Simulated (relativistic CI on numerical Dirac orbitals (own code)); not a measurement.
**Pb63+: sensitivity of the levels to the model**

Base calculation: Dirac-Coulomb-Breit CI, separate exchange-only KLI orbitals for each configuration, model QED, unscaled Slater integrals.

Configuration list (outside the closed core [Ne]): 3s2 3p6 3d, 3s2 3p5 3d2, 3s 3p6 3d2, 3s2 3p6 4s, 3s2 3p6 4p, 3s2 3p6 4d, 3s2 3p5 3d 4s, 3s2 3p6 4f, 3s2 3p5 3d 4p, 3s2 3p5 3d 4d, 3s 3p6 3d 4s, 3s2 3p5 3d 4f, 3p6 3d2 4p, 3s 3p6 3d 4p, 3s2 3p6 5s, 3s 3p6 3d 4d, 3s2 3p6 5p, 3s 3p6 3d 4f, 3s2 3p6 5d, 3s2 3p6 5f, 3s2 3p6 5g, 3p6 3d3, 3p5 3d4, 3p5 3d3 4s, 3p6 3d2 4s, 3p5 3d2 4s2, 3p6 3d2 4d, 3p5 3d3 4d, 3p5 3d2 4s 4d. Double excitations out of closed p, d and f shells are left out; levels of such configurations are missing from the list, as are those of other unlisted configurations, and high levels can miss mixing partners. These lack a partner that the ground configuration has and come out too high: 3s2 3p5 3d 4p, 3s2 3p5 3d 4f.

The lowest level and the first level of each name with at least 55 % of one term (blank where a level has no safe partner in the second run):

```tsv
Level	Base (eV)	Shift (eV)
3s2 3p6 3d 2D_3/2	0.00	0.00
3s2 3p6 3d 2D_5/2	125.10	0.00
3s2 3p5 3d2 4D°_1/2	294.04	-0.88
3s2 3p5 3d2 4G°_9/2	413.18	-0.73
3s2 3p5 3d2 2H°_11/2	425.66	-0.68
3s2 3p5 3d2 2G°_9/2	446.16	-0.83
3s2 3p5 3d2 2F°_5/2	476.01	-0.51
3s2 3p5 3d2 2P°_1/2	483.30	-0.80
3s2 3p5 3d2 4G°_11/2	537.86	-0.69
3s 3p6 3d2 4F_3/2	1119.83	-0.45
3s 3p6 3d2 4F_7/2	1241.32	-0.52
3s 3p6 3d2 4P_3/2	1253.87	-0.47
3s 3p6 3d2 2G_9/2	1260.26	-0.50
3s 3p6 3d2 2F_5/2	1264.02	-0.59
3s 3p6 3d2 2G_7/2	1270.53	-0.53
3s 3p6 3d2 2P_1/2	1279.70	-0.13
3s 3p6 3d2 4F_9/2	1368.60	-0.51
```

At this charge energies of transitions that change n are usually good to better than 1 %, and those within a shell (Δn = 0) to a few per cent.

(1) One thing was changed in a second run, which moved the levels as shown. Which?
A. only the first 3 configurations
B. P86 correlation estimate
C. QED terms removed
D. Breit term removed

## Answers

(1) A. Only the first 3 configurations. With fewer configurations the levels that remain lose their mixing partners.

LS names give the leading component of a level, which can be under half, so a name can repeat, a term be missing and a line seem to break the LS rules.
